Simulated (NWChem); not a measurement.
# SiH₂OClF; SMILES O[Si@H](F)Cl

```xyz
6

O      1.3216     1.1810     0.2363
Si     0.0026     0.4328    -0.3759
F     -1.3462     1.0421     0.2668
Cl    -0.0015    -1.5636     0.0964
H      1.5435     1.0543     1.1640
H     -0.0111     0.6405    -1.8310
```
Atoms are numbered in this order, from 1.

Computed with NWChem. Medium grid unless said otherwise, to which SCAN and Minnesota functionals are sensitive. Geometry: optimised at PBE0/def2-SVP. B3LYP is NWChem's, with the RPA form of VWN correlation. Total energies of different functionals are on different scales.

| level | energy (Ha) | highest occupied level (eV) | orbital gap (eV) | dipole (D) |
|---|---|---|---|---|
| B3LYP/def2-SVP | -925.7751 | -8.99 | 9.69 | 1.19 |
| PBE/def2-SVP | -925.2274 | -7.73 | 7.81 | 1.22 |
| SCAN/def2-SVP | -925.7375 | -8.23 | 8.89 | 1.23 |
| LDA (Slater exchange, VWN5)/def2-SVP | -921.9304 | -7.84 | 7.78 | 1.25 |
| BP86/def2-SVP | -925.8085 | -7.84 | 7.95 | 1.22 |
| B97-D/def2-SVP | -925.6678 | -7.77 | 7.96 | 1.20 |
| PW91/def2-SVP | -925.6595 | -7.78 | 7.74 | 1.21 |
| B3PW91/def2-SVP | -925.6070 | -9.11 | 10.03 | 1.20 |
| BHandHLYP/def2-SVP | -925.6737 | -10.74 | 12.61 | 1.19 |
